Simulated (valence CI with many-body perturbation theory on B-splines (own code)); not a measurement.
## W XLIII in brief

Level of theory: relativistic CI+MBPT: four valence electrons over a frozen Dirac-Fock core [Ar] 3d10, a basis of 11 s, 11 p, 10 d, 8 f, 5 g, 2 h functions for each j, with the one-electron correlation potential Σ1 (screened to all orders), the two-electron term Σ2, the three-electron term Σ3, Breit, model QED; selected single and double excitations, second order for the rest, scaled by the run's own slope (own B-spline code, finite nucleus).

No measured spectrum was set against this ion. As an estimate, large intervals hold to a few tenths of a per cent, small ones and those within an open d or f shell to about a per cent. Among the levels kept, up to 380 cm⁻¹ of a level comes from second order outside the variational space, and about a tenth of that is noise between levels of different J, which matters for small intervals.

Levels are named by their leading jj configuration (3d3/2^4 stands for four electrons in 3d with j = 3/2), which in mixed levels can hold well under half, so a name can repeat and another be missing.

Rates and lifetimes use the calculated energies. Strong lines usually hold to 10 to 20 %, long lifetimes can be off by a factor of two.

**Question.** What is the ground level?

**Answer.** (4s^2 4p1/2^2) J=0, composition 70 % 4s2 4p2 3P + 29 % 4s2 4p2 1S.

**Question.** How well does LS coupling describe the low levels?

**Answer.** Among the lowest 20 levels the leading LS term, summed over configurations, holds 58 % on average. For single configurations the figures are 56 % in LS and 89 % in jj coupling. Terms mix most in the J = 2 level at 2785.0 × 10³ cm⁻¹, where the leading one holds 28 %.

**Question.** Among levels below 5319.1 × 10³ cm⁻¹, which E1 lines absorb most strongly from the ground level?

**Answer.** to (4s^2 4p1/2 4d3/2) J=1 at 4.717 nm, f = 1.64; to (4s 4p1/2^2 4p3/2) J=1 at 6.128 nm, f = 0.541; to (4s 4p1/2 4p3/2^2) J=1 at 4.160 nm, f = 0.0137.

**Question.** Where does the other parity begin?

**Answer.** At (4s 4p1/2^2 4p3/2) J=2, 1513.5 × 10³ cm⁻¹.

**Question.** Name the longest-lived excited levels whose lifetime is computed, and their main decay.

**Answer.** (4s^2 4p1/2 4p3/2) J=2 at 773.05 × 10³ cm⁻¹ lives 6.71 μs, mostly by E2 to (4s^2 4p1/2^2) J=0; (4s^2 4p3/2 4d5/2) J=4 at 2925.2 × 10³ cm⁻¹ lives 238 ns, mostly by M1 to (4s^2 4p1/2 4d5/2) J=3; (4s^2 4p1/2 4p3/2) J=1 at 738.45 × 10³ cm⁻¹ lives 200 ns, mostly by M1 to (4s^2 4p1/2^2) J=0.
